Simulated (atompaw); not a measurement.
## Plane-wave convergence, PAW (atompaw) potential for Ni (Z = 28)

* Element: Ni
* Generator: atompaw 4.2.0.5
* Type: PAW
* Functional: PBE
* Relativity: scalar-relativistic
* Frozen core: [Ne] 3s2
* Valence charge: 16
* Reference configuration: 3p6 3d8 4s2 4p0
* Partial waves: 4s (bound): rc 2.35 bohr; 4s channel at -0.1 Ry: rc 2.35 bohr; 3p (bound): rc 0.80 bohr; 4p (bound, empty): rc 1.25 bohr; 3d (bound): rc 1.45 bohr; 3d channel at 1.6 Ry: rc 1.45 bohr
* Local potential: ultrasoft scheme with l = 3 at 0.5 Ry, radius 2.25 bohr
* Core correction: smooth core density matched at 2.10 bohr
* Augmentation charge: sinc compensation charge, radius 2.20 bohr; PAW radius 2.35 bohr; waves and projectors: custom rrkj vanderbiltortho

The pseudo-atom Hamiltonian at the reference potential is diagonalised in spherical Bessel functions j_l(qr) that vanish at 20 bohr, with q² up to the cutoff. All-electron valence levels (Ry): 4s -0.4148, 3p -5.2469, 4p -0.0900, 3d -0.6522.

Problem. How do the lowest levels (Ry) of each channel move with the cutoff, and are there ghosts?

Solution.

```csv
cutoff (Ry),s #1,p #1,p #2,p #3,d #1,d #2,f #1,f #2,Σ f·Δε (mRy)
8,-0.4147,-2.5182,-0.0197,0.0716,0.0600,0.1331,0.1128,0.2389,22071.1
15,-0.4148,-4.1624,-0.0481,0.0595,-0.1401,0.0661,0.1128,0.2389,10604.6
21,-0.4148,-4.5539,-0.0562,0.0570,-0.4654,0.0640,0.1128,0.2389,5653.8
35,-0.4148,-4.8270,-0.0648,0.0547,-0.6327,0.0636,0.1128,0.2389,2676.6
45,-0.4148,-4.9179,-0.0709,0.0532,-0.6494,0.0635,0.1128,0.2389,1998.0
60,-0.4148,-5.0697,-0.0827,0.0505,-0.6516,0.0635,0.1128,0.2389,1069.6
90,-0.4148,-5.2276,-0.0899,0.0491,-0.6522,0.0635,0.1128,0.2389,117.5
110,-0.4148,-5.2439,-0.0899,0.0491,-0.6522,0.0635,0.1128,0.2389,19.6
160,-0.4148,-5.2465,-0.0900,0.0491,-0.6522,0.0635,0.1128,0.2389,3.3
200,-0.4148,-5.2467,-0.0900,0.0491,-0.6522,0.0635,0.1128,0.2389,1.9
300,-0.4148,-5.2470,-0.0900,0.0491,-0.6522,0.0635,0.1128,0.2389,0.4
400,-0.4148,-5.2471,-0.0900,0.0491,-0.6522,0.0635,0.1128,0.2389,0.0
```

Result: no extra level below or beside the all-electron valence levels (s, p, d, f tested); 10 mRy is reached at 120 Ry and 1 mRy at 230 Ry.
